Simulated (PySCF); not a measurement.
## Electron correlation in N⁺ (nitrogen, charge +1)

Starting occupation: [He] 2s2 2p1 3s1, 2p3/2 with m_j = +3/2, 3s1/2 with m_j = +1/2. Computed with PySCF 2.14 in x2c-TZVPall-2c with one added diffuse shell each of s, p, d type (6s4p3d1f, 40 functions), with X2C-1e with screened-nucleus spin-orbit coupling, Gaussian nucleus. Frozen: 1s2; 4 electrons correlated.

MP2 pair energies summed by pair of shells (mhartree):

| pair | energy | share (%) |
| --- | --- | --- |
| 2s1/2-2s1/2 | -32.22 | 47.8 |
| 2p3/2-2s1/2 | -25.22 | 37.4 |
| 2s1/2-3s1/2 | -8.19 | 12.1 |
| 2p3/2-3s1/2 | -1.81 | 2.7 |

Total MP2 correlation energy: -67.44 mhartree.
